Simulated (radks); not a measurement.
Se13+, 21 electrons, occupied as [Ar] 3d3 (the NIST ground configuration).

All-electron calculation, scalar-relativistic Kohn-Sham, exchange-only LDA, spin-polarised, spherical densities, point nucleus; open shells are filled with parallel spins first. Program: a radial shooting solver on a logarithmic mesh with Libxc functionals.

Energy parts (eV):
total: -63876.858
kinetic: 65265.562
electron-nucleus: -145810.647
Hartree: 18560.951
exchange: -1892.725

Orbitals (lengths in bohr, moments of r in powers of bohr; <r^-3> diverges for s and p1/2):
| orbital | occ. | eigenvalue (eV) | <r^-3> | <r^4> | <r> |
|---|---|---|---|---|---|
| 1s up | 1 | -12878.80 | - | 0.00001773 | 0.04415 |
| 1s down | 1 | -12878.72 | - | 0.00001773 | 0.04415 |
| 2s up | 1 | -2006.102 | - | 0.003509 | 0.1958 |
| 2s down | 1 | -2001.010 | - | 0.003488 | 0.1955 |
| 2p up | 3 | -1814.328 | 1226 | 0.002543 | 0.1709 |
| 2p down | 3 | -1810.433 | 1231 | 0.002522 | 0.1706 |
| 3s up | 1 | -561.2890 | - | 0.1542 | 0.5294 |
| 3s down | 1 | -554.1649 | - | 0.1568 | 0.5314 |
| 3p up | 3 | -500.2435 | 222.6 | 0.1623 | 0.5270 |
| 3p down | 3 | -493.0772 | 219.4 | 0.1658 | 0.5295 |
| 3d up | 3 | -404.1635 | 29.85 | 0.1493 | 0.4955 |
| 3d down | 0 | -396.2006 | 29.54 | 0.1550 | 0.4992 |
| 4s up | 0 | -244.5062 | - | 2.740 | 1.118 |
| 4s down | 0 | -241.9371 | - | 2.817 | 1.126 |
| 4p up | 0 | -222.8099 | 63.27 | 3.196 | 1.154 |
| 4p down | 0 | -220.3546 | 62.05 | 3.298 | 1.163 |

The highest occupied level is 3d up at -404.16 eV. The density falls to 0.001 e/bohr^3 at r = 1.51 bohr. For comparison, the ionisation energy in NIST's Atomic Spectra Database is 426 eV (theoretical). In exact Kohn-Sham theory the highest level is minus the ionisation energy, but local and semilocal functionals leave it too shallow, through self-interaction and a potential that decays too fast; potentials with the right tail come closer. Spin moment in Bohr magnetons: 3. Summed over all electrons, <r^2> = 3.756 bohr^2, which gives a Langevin (diamagnetic) susceptibility term of -2.97 x 10^-6 cm^3/mol.
